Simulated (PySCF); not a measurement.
**`c1[cH+]cccc(Cl)c1`, [C7H6Cl]+, charge +1**

Geometry (Å), atoms numbered from 1 in this order:
```xyz
14

Cl    2.5037   -1.7389   -0.0785
C     1.0784   -0.8089   -0.0187
C     1.2492    0.5865    0.0361
C     0.2768    1.5757    0.0925
C    -1.1203    1.4549    0.1098
C    -1.8802    0.2928    0.0738
C    -1.4294   -1.0337    0.0114
C    -0.1320   -1.5260   -0.0295
H     2.2886    0.9273    0.0337
H     0.6624    2.5994    0.1287
H    -1.6780    2.3950    0.1578
H    -2.9660    0.4251    0.0966
H    -2.2128   -1.7978   -0.0080
H    -0.0267   -2.6138   -0.0763
```

Total charge +1.

Level of theory: quadratic response CAM-B3LYP/aug-cc-pVDZ first hyperpolarisability, Taylor convention, gas phase (PySCF 2.14.0). Geometry: PBE0-D3(BJ)/def2-SVP.

Q: Give the tensor of the second harmonic β(−2ω;ω,ω) at 1907 nm in the axes of these coordinates.

A: In au, Taylor convention; rows are the first index (the induced dipole):
```csv
,xx,yy,zz,xy,xz,yz
x,+270.8,+113.7,+9.1,-178.8,-11.3,+7.0
y,-176.8,-74.1,-5.9,+116.6,+7.1,-4.4
z,-11.2,-4.4,-1.1,+7.1,+8.9,-5.7
```
Norm of βᵢ = ⅓ Σⱼ (βᵢⱼⱼ + βⱼᵢⱼ + βⱼⱼᵢ): 472.4 au, hyper-Rayleigh value 193.5 au.
